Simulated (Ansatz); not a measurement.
Ideal-gas functions of C$_{3}$H$_{4}$OSi (`C#CC(=O)[SiH3]`) at 500 K and 1 bar, from an Ansatz frequency run at PBE0-D4/def2-TZVP.

Molar mass 84.15 g/mol, point group Cs (symmetry number 1), electronic degeneracy 1, moments of inertia 80.075, 174.909, 249.077 u Å². Harmonic wavenumbers (cm⁻¹, unscaled): 53, 121, 214, 290, 427, 455, 599, 679, 683, 723, 751, 884, 933, 933, 1044, 1733, 2197, 2232, 2242, 2267, 3472.

Use S(trans) = R[1.5 ln M + 2.5 ln T − 1.1517]; rotational temperatures θ = 24.2544 K / I; S(rot) = R[ln(√π/σ · √(T³/θAθBθC)) + 1.5]; for each mode x = 1.438777 ν̃/T, S = R[x/(eˣ − 1) − ln(1 − e⁻ˣ)] and H = RT x/(eˣ − 1); 1 cm⁻¹ = 0.0119627 kJ/mol; R = 8.31446 J/(mol·K).

Task: By hand: the entropy, in J/(mol·K).

Result: Translation 174.9. Rotation: θ = 0.3029, 0.1387, 0.0974 K, giving 117.6. Vibration, mode by mode: 23.96, 17.13, 12.48, 10.06, 7.11, 6.64, 4.75, 3.95, 3.92, 3.58, 3.36, 2.48, 2.22, 2.22, 1.73, 0.34, 0.11, 0.10, 0.10, 0.09, 0.00, in all 106.3. Electronic 0.0. Sum 398.8 J/(mol·K).

Task: By hand: H − E and G − E in kJ/mol, counted from the electronic energy.

Result: Zero-point energy ½ × 22932 × 0.0119627 = 137.2; thermal vibration 27.3; translation, rotation and pV give 4 RT = 16.6. H − E = 181.1 kJ/mol, and G − E = 181.1 − 500 × 398.8/1000 = -18.3 kJ/mol.

Vibration gives 27 % of the entropy, 41.1 J/(mol·K) of it from the modes under 150 cm⁻¹: soft modes count most, and the harmonic formula is weakest for them.
